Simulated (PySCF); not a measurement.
A GIAO shielding run with PySCF (density fitting, non-relativistic, gas phase) on `O(C)[Si@H](C)[SiH2]CCl`, C$_{3}$H$_{11}$ClOSi$_{2}$:

```
$ OMP_NUM_THREADS=1 python probes_run.py task.json out

{"job": {"kind": "nmr", "xc": "PBE0", "basis": "pcSseg-1"}, "charge": 0, "multiplicity": 1}
C     -1.806952     1.868890    -0.712753
O     -0.794267     1.109544    -0.123500
Si    -0.223517    -0.356175    -0.558896
C     -1.618562    -1.657455    -0.629326
Si     1.243123    -0.757242     1.174583
C      2.747889     0.429415     1.096700
Cl     3.543511     0.229921    -0.487265
H     -2.757965     1.332562    -0.685801
H     -1.564382     2.100068    -1.752218
H     -1.903074     2.798827    -0.151268
H      0.323146    -0.282515    -1.928527
H     -1.230970    -2.651415    -0.829133
H     -2.346297    -1.432195    -1.405868
H     -2.156486    -1.703598     0.314939
H      0.751230    -0.612800     2.556486
H      1.815449    -2.107796     1.090259
H      3.503863     0.221380     1.850027
H      2.465502     1.476901     1.169906
```

Hardware: 1 thread of an Arm Neoverse V1, shared host. The job also computes population analyses, field gradients.

Problem. How large is the calculation?

Solution. 82 electrons, 195 basis functions and 1083 auxiliary functions.

Problem. How long does it take, and how much memory does it need?

Solution. 37 s of wall time, with 14 SCF cycles and 4 response iterations; peak memory 0.87 GiB. Times on a shared host scatter by some tens of per cent.
